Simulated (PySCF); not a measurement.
**Fine-structure interval of Ho⁶²⁺ by level of theory**

Ho⁶²⁺ [He] 2s2 2p1 [2p1/2^1, M_J = 1/2] → Ho⁶²⁺ [He] 2s2 2p1 [2p3/2^1, M_J = 3/2], as a difference of total energies. Calculation: PySCF 2.14, in an even-tempered Gaussian basis (17 s from 45 bohr⁻², ratio 2.4; 13 p from 59 bohr⁻², ratio 2.4; 5 d from 190 bohr⁻², ratio 2.6; 4 f from 280 bohr⁻², ratio 2.6); the two-component X2C-1e Hamiltonian. Correlated levels: nothing frozen; the 30 highest virtual spinors dropped. "Screened" scales the spin-orbit matrix elements by Boettger's factors to mimic the two-electron term; Breit and QED terms are absent.

| method | fine-structure interval (cm⁻¹) |
| --- | --- |
| GHF (screened spin-orbit) | 7610700 |
| GMP2 (screened spin-orbit) | 7594600 |
| GHF (bare spin-orbit) | 7866300 |
